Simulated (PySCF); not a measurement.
Predicted microwave data (PBE0/pcSseg-1 in PySCF (dipole) on a GFN2-xTB geometry, gas phase) for one isomer of C7H14Si:

* Rotational constants: A = 3591, B = 921.7, C = 781.8 MHz
* Dipole components: |μa| = 0.01 D, |μb| = 0.47 D, |μc| = 0.10 D
* Inertial defect: -42.60 u·Å²
* κ: -0.90

Problem. Which structure is it? (One computed conformer of each.)
A. `[CH3:1][CH2:2][CH2:3][C:4]#[C:5][CH2:6][SiH2:7][CH3:8]` with C1–C2–C3–C4 65°, C5–C6–Si7–C8 62°
B. `[CH2:1]=[C:2]1[CH2:3][SiH2:4][C@@H:5]1[CH2:6][CH2:7][CH3:8]` with Si4–C5–C6–C7 67°, C5–C6–C7–C8 179°, C1–C2–C3–Si4 -162°, C2–C3–Si4–C5 -10°, C3–Si4–C5–C6 130°, C1–C2–C5–Si4 162°
C. `[CH:1]#[C:2][CH2:3][Si@H:4]([CH3:5])[CH:6]([CH3:7])[CH3:8]` with C2–C3–Si4–C5 63°, C3–Si4–C6–C7 -56°
D. `[CH2:1]=[CH:2][CH2:3][C@H:4]1[CH2:5][CH2:6][SiH2:7][CH2:8]1` with C1–C2–C3–C4 120°, C2–C3–C4–C5 176°, C3–C4–C5–C6 174°, C4–C5–C6–Si7 -38°, C5–C6–Si7–C8 14°, C6–Si7–C8–C4 13°
E. `[CH2:1]=[C:2]([CH:3]=[C:4]([CH3:5])[CH3:6])[CH2:7][SiH3:8]` with C1–C2–C3–C4 -44°, C1–C2–C7–Si8 -97°
F. `C[C@@H]1[C@@H]2C[C@@]1(C)C[SiH2]2`

Solution. D. It is C=CC[C@H]1CC[SiH2]C1, a near-prolate asymmetric top, point group C1. The candidates at the same level (rigid rotor, commonest isotopes):

```tsv
SMILES	A (MHz)	B (MHz)	C (MHz)	μa (D)	μb (D)	μc (D)	Δ (u·Å²)	point group	rotor
CCCC#CC[SiH2]C	2505	816.6	672.8	0.17	0.39	0.40	-69.48	C1	asymmetric top
C#CC[Si@H](C)C(C)C	2035	1162	944.2	0.53	0.27	0.01	-147.90	C1	asymmetric top
C[C@@H]1[C@@H]2C[C@@]1(C)C[SiH2]2	2591	1634	1288	0.53	0.10	0.02	-112.15	C1	asymmetric top
C=CC[C@H]1CC[SiH2]C1	3591	921.7	781.8	0.01	0.47	0.10	-42.60	C1	near-prolate asymmetric top
C=C(C=C(C)C)C[SiH3]	3071	823.6	697.0	0.75	0.03	0.43	-53.09	C1	asymmetric top
C=C1C[SiH2][C@@H]1CCC	2692	1025	785.0	0.18	0.38	0.14	-37.19	C1	asymmetric top
```

`C#CC[Si@H](C)C(C)C` has A 43 % too low; `C=C1C[SiH2][C@@H]1CCC` has A 25 % too low; `C=C(C=C(C)C)C[SiH3]` has A 14 % too low; `CCCC#CC[SiH2]C` has A 30 % too low; `C[C@@H]1[C@@H]2C[C@@]1(C)C[SiH2]2` has B 77 % too high. No structure here is proved a minimum.
